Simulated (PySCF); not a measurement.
# Field gradients at the hydrogen positions

Species: C₂H₁₀O₂S₂Si₃.
Structure used (GFN2-xTB), in Å, numbered top down from 1:
```
atom  x, y, z in Å
O1     1.2398   -1.3275   -2.3102
Si2    0.6671   -0.6059   -0.9857
O3     1.8021   -0.5728    0.1691
Si4    2.3579   -0.3669    1.6872
Si5   -0.0535    1.4846   -1.5611
S6    -1.2796    2.1227    0.0989
C7    -2.3164    0.6404    0.4190
C8    -1.5792   -0.5357    1.0403
S9    -0.9787   -1.7575   -0.1823
H10    1.4868   -2.2499   -2.3161
H11    3.8041   -0.4026    1.5139
H12    1.8423   -1.4736    2.4930
H13    1.8429    0.9191    2.1558
H14    0.9332    2.5556   -1.6168
H15   -0.9082    1.5259   -2.7518
H16   -3.0768    1.0047    1.1097
H17   -2.8013    0.3497   -0.5122
H18   -2.2602   -1.0998    1.6779
H19   -0.7320   -0.2012    1.6406
```

Level: PBE0/pcSseg-1 (PySCF, non-relativistic); Q(2H) = 0.00286 b; rigid geometry, the same for H and D, with no vibrational averaging.

**Question.** Rank these positions by the coupling χzz of a deuteron there, largest first.
A. H13 (Si–H hydrogen)
B. H10 (hydroxyl hydrogen)
C. H19 (methylene hydrogen)
D. H14 (Si–H hydrogen)

**Answer.** B (340 kHz), C (203 kHz), D (113 kHz), A (106 kHz).

**Question.** Tabulate Vzz, the asymmetry η and χzz = 234.96 MHz × Q × Vzz for every hydrogen position.

**Answer.** 
```tsv
atom	bonded to	bond length (Å)	Vzz (au)	η	χzz (kHz)
H10	O1	0.955	0.5062	0.06	340
H11	Si4	1.457	0.1643	0.02	110
H12	Si4	1.463	0.1595	0.02	107
H13	Si4	1.462	0.1583	0.02	106
H14	Si5	1.457	0.1677	0.02	113
H15	Si5	1.466	0.1609	0.02	108
H16	C7	1.090	0.3047	0.04	205
H17	C7	1.089	0.3018	0.02	203
H18	C8	1.090	0.3039	0.04	204
H19	C8	1.091	0.3020	0.03	203
```

**Question.** Average by the element that carries the hydrogen.

**Answer.** on O: 340 kHz over 1 position, mean bond length 0.955 Å; on Si: 109 kHz over 5 positions, mean bond length 1.461 Å; on C: 204 kHz over 4 positions, mean bond length 1.090 Å.

Geometry: GFN2-xTB, one conformer, isolated molecule. GFN2-xTB bond lengths can be off by several hundredths of an ångström, more for odd bonds, and the gradients follow them. With so small a basis the couplings can be 20 % off.

These values come from a run that also computed NMR shieldings. Time: 80 s (grids of density and orbitals included); peak memory 1.1 GiB. Hardware: one thread, Intel Xeon Platinum 8375C at 2.90 GHz (x86_64), no GPU (shared host).
